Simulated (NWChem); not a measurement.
Species: C₅H₅F; SMILES C1(C=CC=C1)F

```xyz
11

F      0.2822     1.9472     0.0000
C     -0.3664     0.7417     0.0000
C     -0.0829    -0.1406     1.1842
C      0.1549    -1.3863     0.7374
C      0.1549    -1.3863    -0.7374
C     -0.0829    -0.1406    -1.1842
H     -1.4598     0.9485     0.0000
H     -0.1446     0.2006     2.2178
H      0.3232    -2.2718     1.3531
H      0.3232    -2.2718    -1.3531
H     -0.1446     0.2006    -2.2178
```
Atoms are numbered in this order, from 1.

Program: NWChem. STO-3G and 3-21G are far too small for this property and stand as cheap habits. Structure relaxed at the PBE0/def2-SVP level. Isolated, static molecule.

GIAO at Hartree-Fock/STO-3G: principal shieldings of C4 are 11.3, 136.4, 205.5 ppm; an isolated tetramethylsilane molecule has σ = 245.0 ppm at the same levels.

### Question
Find the isotropic 13C shift, its principal values, the span and the skew.

### Answer

1. σ(iso) = one third of the sum = 117.7 ppm.
2. δ = σ(reference) − σ = 127.3 ppm against tetramethylsilane.
3. δ11, δ22, δ33 = 233.7, 108.6, 39.5 ppm.
4. Span Ω = δ11 − δ33 = 194.2 ppm; skew κ = 3(δ22 − δ(iso))/Ω = -0.29.
